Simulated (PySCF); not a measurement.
## Ionisation energy of Cd(14+) by level of theory

Cd(14+) [Ar] 3d10 4s2 4p4 [4p1/2^2 4p3/2^2, M_J = 2] → Cd(15+) [Ar] 3d10 4s2 4p3 [4p1/2^2 4p3/2^1, M_J = 3/2], as a difference of total energies. All numbers are calculated (PySCF 2.14, the two-component X2C-1e Hamiltonian, in an even-tempered Gaussian basis (18 s from 0.66 bohr⁻², ratio 2.8; 14 p from 0.86 bohr⁻², ratio 2.8; 9 d from 1.5 bohr⁻², ratio 2.8; 4 f from 5.8 bohr⁻², ratio 3)). Correlated levels: [Ne] frozen; the 80 highest virtual spinors dropped. "Screened" scales the spin-orbit matrix elements by Boettger's factors to mimic the two-electron term; Breit and QED terms are absent.

```json
{"method": "GHF (screened spin-orbit)", "ionisation energy (eV)": "357.41"}
{"method": "GMP2 (screened spin-orbit)", "ionisation energy (eV)": "358.38"}
```

Question: How much does correlation contribute at GMP2 (screened spin-orbit)?

Answer: 358.38 − (357.41) = 0.97 eV, measured against GHF (screened spin-orbit).

Breit and QED terms and the two-electron picture change are absent.

The labels give the starting determinants; with spin-orbit coupling the two ends relaxed to ⟨J²⟩ = 6.01, ⟨L²⟩ = 2.75, ⟨S²⟩ = 1.65 and ⟨J²⟩ = 3.77, ⟨L²⟩ = 0.86, ⟨S²⟩ = 2.76.

For comparison: 358 ± 3 eV (theoretical estimate listed by NIST; NIST Atomic Spectra Database, ionization energies).
